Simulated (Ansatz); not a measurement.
Geometry optimisation, RKS BHLYP-D4/def2-SVP in Ansatz 0.2.0.

Input file:

```yaml
crystal:
  periodic: [false, false, false]
  atoms:
    - { symbol: "N", position_ang: [-0.8689, -2.2471, -0.1972] }
    - { symbol: Si, position_ang: [-0.9845, -0.4282, -0.4139] }
    - { symbol: F, position_ang: [-2.5148, 0.1599, -0.925] }
    - { symbol: "N", position_ang: [-0.2677, 0.448, 0.9967] }
    - { symbol: C, position_ang: [0.8338, 1.0234, 0.3136] }
    - { symbol: O, position_ang: [0.7335, 2.4419, 0.3675] }
    - { symbol: Se, position_ang: [0.7755, 0.3908, -1.5431] }
    - { symbol: H, position_ang: [-1.84868, -2.55651, -0.35803] }
    - { symbol: H, position_ang: [-0.58523, -2.38887, 0.74936] }
    - { symbol: H, position_ang: [-0.0042, -0.2901, 1.6947] }
    - { symbol: H, position_ang: [1.769, 0.6941, 0.8354] }
    - { symbol: H, position_ang: [1.5844, 2.7784, -0.0317] }
basis:
  gaussian: { orbitals: def2-SVP }
hamiltonian:
  xc: { name: BHLYP }
  dispersion: d4
relax:
  f_tol: 0.015
  max_steps: 40
output:
  orbitals: {}
```

Command:

```bash
$ ansatz run input.yaml --threads 2 --pin off --max-ram 3072MiB --backend cpu --events-out ev --progress --plain --runs-dir out
```

Where does it end, and by what steps?

It converged. After 13 steps the energy has fallen by 1.525 eV; H10 moved furthest, 0.92 Å.

```tsv
step	energy less start (eV)	largest force component (eV/Å)	accepted
0	0.0000	3.088	yes
1	-0.7973	2.250	yes
2	-1.1378	1.275	yes
3	-1.2003	1.249	yes
4	-1.3481	0.714	yes
5	-1.4210	0.680	yes
6	-1.4768	0.681	yes
7	-1.5008	0.402	yes
8	-1.5148	0.457	yes
9	-1.5212	0.241	yes
10	-1.5236	0.075	yes
11	-1.5246	0.032	yes
12	-1.5248	0.026	yes
13	-1.5249	0.015	yes
```

```xyz
12
Properties=species:S:1:pos:R:3
N -1.199 -2.172 -0.054
Si -0.890 -0.530 -0.298
F -2.335 0.038 -0.729
N -0.079 0.291 0.959
C 0.967 1.029 0.331
O 0.725 2.375 0.413
Se 0.827 0.254 -1.546
H -2.011 -2.616 -0.447
H -0.480 -2.822 0.211
H -0.326 0.541 1.902
H 1.966 0.776 0.705
H 1.459 2.860 0.040
```

The run took 91 s on 2 threads of Arm Neoverse V2 (shared host), peak memory 0.48 GiB.
